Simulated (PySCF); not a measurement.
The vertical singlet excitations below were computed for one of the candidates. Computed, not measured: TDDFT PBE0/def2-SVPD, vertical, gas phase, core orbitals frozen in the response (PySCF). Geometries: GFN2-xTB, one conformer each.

| state | E (eV) | f | main configurations (H = HOMO, L = LUMO) |
| --- | --- | --- | --- |
| S1 | 4.30 | 0.0001 | H→L (98%) |
| S2 | 6.79 | 0.013 | H→L+1 (96%) |
| S3 | 7.52 | 0.016 | H→L+2 (81%), H-1→L (10%) |
| S4 | 7.57 | 0.012 | H-1→L (82%), H→L+2 (8%) |
| S5 | 7.74 | 0.010 | H-2→L (80%), H→L+3 (10%) |
| S6 | 7.81 | 0.0034 | H→L+3 (77%) |

Question: Which candidate is it? All have the formula C5H7FO.
A. `C/C=C(/C)C(=O)F`
B. `C[C@@H]1C[C@@H]1C(=O)F`
C. `O=C1CC[C@@H](F)C1`
D. `C=C(F)C(=O)CC`

Answer: C. Its S1 lies at 4.30 eV; the nearest of the others has S1 at 3.84 eV. S1 is HOMO→LUMO (98%). S1 has the pattern of n→π* at C=O. At the same level the other candidates give, for their lowest levels:
- `C=C(F)C(=O)CC`: 3.84 eV (f 0.000); 5.65 eV (f 0.236); 7.09 eV (f 0.040); 7.27 eV (f 0.000); 7.30 eV (f 0.021); T1 3.32 eV; HOMO -7.80, LUMO -1.94 eV
- `C[C@@H]1C[C@@H]1C(=O)F`: 6.04 eV (f 0.002); 7.08 eV (f 0.039); 7.42 eV (f 0.206); 8.19 eV (f 0.011); 8.46 eV (f 0.008); T1 5.49 eV; HOMO -8.80, LUMO -0.59 eV
- `C/C=C(/C)C(=O)F`: 5.04 eV (f 0.000); 5.59 eV (f 0.242); 7.17 eV (f 0.000); 7.28 eV (f 0.000); 7.39 eV (f 0.000); T1 3.38 eV; HOMO -7.88, LUMO -1.82 eV
Triplets come from the Tamm–Dancoff approximation.
